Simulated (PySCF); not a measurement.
Coordinates in bohr (charge 0 multiplicity 1):
```
Te    0.0000    0.0000    0.0000
H     3.2094    0.0000    0.0000
H     0.0000    3.2094    0.0000
H    -3.2094    0.0000    0.0000
H     0.0000   -3.2094    0.0000
```

Method: PBE0 in PySCF with Te def2-TZVP with ECP28, H def2-TZVP; scalar-relativistic core potentials, no spin–orbit coupling; density-fitted integrals.

This geometry of TeH₄ is a stationary point at this level.

(1) What is the point group?

(2) Is it a minimum?

(3) List the harmonic modes with their infrared intensities.

(4) What are the dipole moment and the gap between the highest occupied and lowest empty levels?

Answers

(1) D4h.

(2) No: it has 1 imaginary mode, at 805i cm⁻¹ (a2u).

(3) 
| symmetry | ω (cm⁻¹) | IR (km/mol, summed over degenerate members) | type |
| --- | --- | --- | --- |
| a2u | 805i | – | bend |
| b2u | 792 | 0.0 | bend |
| eu | 1006 | 336 | bend |
| b2g | 1256 | 0.0 | bend |
| b1g | 1846 | 0.0 | stretch |
| eu | 1883 | 324 | stretch |
| a1g | 2020 | 0.0 | stretch |

(4) 0.00 D and 4.84 eV.

This need not be the most stable arrangement of these atoms. At this level a singlet minimum of C4v symmetry lies 71 kJ/mol below this structure.
